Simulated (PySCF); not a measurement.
Bi(Cl)(Et)2, SMILES C[CH2][Bi]([CH2]C)[Cl] (C₄H₁₀BiCl), GFN2-xTB optimised geometry.

```
16

Bi    -1.38    -0.99     0.00
Cl    -1.48    -1.12    -2.50
C      0.90    -0.99     0.00
C      1.47    -2.39     0.17
H      1.23    -0.34     0.80
H      1.22    -0.56    -0.94
H      1.14    -3.03    -0.64
H      1.16    -2.83     1.11
H      2.56    -2.36     0.15
C     -1.54     1.29     0.00
C     -0.57     1.95    -0.95
H     -1.37     1.62     1.02
H     -2.56     1.53    -0.27
H     -0.70     1.56    -1.96
H      0.46     1.78    -0.64
H     -0.73     3.03    -0.98
```

Density from PBE0/def2-TZVP, def2 effective core potentials past Kr (PySCF 2.14.0) at that geometry. The core electrons that the potentials of Bi replace are not part of the density.

Minimum of the electron density along straight lines between bonded atoms, close to the bond critical point (lines longer than 1.1 times the sum of covalent radii, or with two minima, are not listed):

| bond | length / Å | ρ at the minimum / e bohr⁻³ | ∇²ρ there / e bohr⁻⁵ | position (fraction from the first atom) |
|---|---|---|---|---|
| Bi1–Cl2 | 2.507 | 0.073 | 0.13 | 0.49 |
| Bi1–C3 | 2.277 | 0.099 | 0.05 | 0.53 |
| C3–C4 | 1.518 | 0.246 | -0.60 | 0.50 |
| C3–H5 | 1.086 | 0.278 | -0.94 | 0.64 |
| C3–H6 | 1.084 | 0.282 | -0.97 | 0.64 |
| C4–H7 | 1.088 | 0.280 | -0.96 | 0.64 |
| C4–H8 | 1.089 | 0.279 | -0.95 | 0.64 |
| C4–H9 | 1.090 | 0.278 | -0.95 | 0.64 |
| Bi1–C10 | 2.281 | 0.098 | 0.05 | 0.53 |
| C10–C11 | 1.515 | 0.247 | -0.61 | 0.51 |
| C10–H12 | 1.087 | 0.278 | -0.94 | 0.64 |
| C10–H13 | 1.086 | 0.280 | -0.96 | 0.64 |
| C11–H14 | 1.087 | 0.282 | -0.98 | 0.64 |
| C11–H15 | 1.087 | 0.280 | -0.96 | 0.64 |
| C11–H16 | 1.090 | 0.277 | -0.94 | 0.64 |
